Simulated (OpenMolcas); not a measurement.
## Os2+: moving or changing the point charges

Os2+ among 3 point charges of -1 e arranged as a planar triangle (D3h), 2.06 Å from the ion.
```
   2.0600    0.0000    0.0000  -1.00
  -1.0300    1.7840    0.0000  -1.00
  -1.0300   -1.7840    0.0000  -1.00
```

```yaml
Program: OpenMolcas 26.06
Method: CASSCF
Basis: ANO-RCC-VTZP [8s7p5d3f2g1h]
Scalar_Hamiltonian: DKH2, point nucleus
Active_space: 6 electrons in 5 orbitals (5d)
State_averaging: 2S+1 = 5 even, 5 roots; 2S+1 = 3 even, 45 roots; 2S+1 = 1 even, 50 roots
Spin-orbit_coupling: state interaction with AMFI integrals over the reference wave functions
```

Runs around this geometry, states (labels of D3, the rotations of D3h). Energies in cm-1 above the lowest state or level, χT in cm3 K/mol.

```json
{"R (Å)": "2.06", "q (e)": "-0.65", "Ground state": "5A1", "First state of that spin": "5E 901.9", "First gap with spin-orbit (degeneracies)": "155.4 (1, 2)", "χT at 300 K": "4.780", "First state of another spin": "3E 15800"}
{"R (Å)": "1.93", "q (e)": "-1", "Ground state": "5A1", "First state of that spin": "5E 3285", "First gap with spin-orbit (degeneracies)": "306.7 (1, 2)", "χT at 300 K": "3.955", "First state of another spin": "3E 16037"}
{"R (Å)": "2.06", "q (e)": "-1", "Ground state": "5A1", "First state of that spin": "5E 2513", "First gap with spin-orbit (degeneracies)": "262.2 (1, 2)", "χT at 300 K": "4.230", "First state of another spin": "3E 16679"}
{"R (Å)": "2.22", "q (e)": "-1", "Ground state": "5A1", "First state of that spin": "5E 1835", "First gap with spin-orbit (degeneracies)": "217.2 (1, 2)", "χT at 300 K": "4.486", "First state of another spin": "3E 16461"}
```

Taking the first state of the same spin as R^-n, n = -ln(1835 / 3285) / ln(2.22 / 1.93) = 4.2 between the shortest and longest distance.

Scaling the charges by -0.65 / -1 = 0.65 scales the first state of the same spin by 901.9 / 2513 = 0.36; with fixed orbitals a first-order splitting would follow the charge.

Without dynamic correlation the repulsion within the d shell is too large (B by tens of per cent), so at a given field states of lower spin stand too high. Point charges give a weaker field than real ligands, and real ions of this kind are as a rule low spin; the high spin found here belongs to the model. Spin-orbit coupling mixes the spin-free states strongly: the lowest level takes only 54 % from its leading state, 5A1 (figures for R = 2.06, q = -0.65; the like holds for R = 1.93, q = -1, R = 2.06, q = -1, R = 2.22, q = -1). The ground term spreads over less than 5000 cm-1, several times less than with real ligands, so orbital moments are less quenched and χT lies further from the spin-only value than at real sites (holds for R = 2.06, q = -0.65). Point charges carry no covalency, so the field is a model and not that of real ligands. No measured value stands beside these numbers.
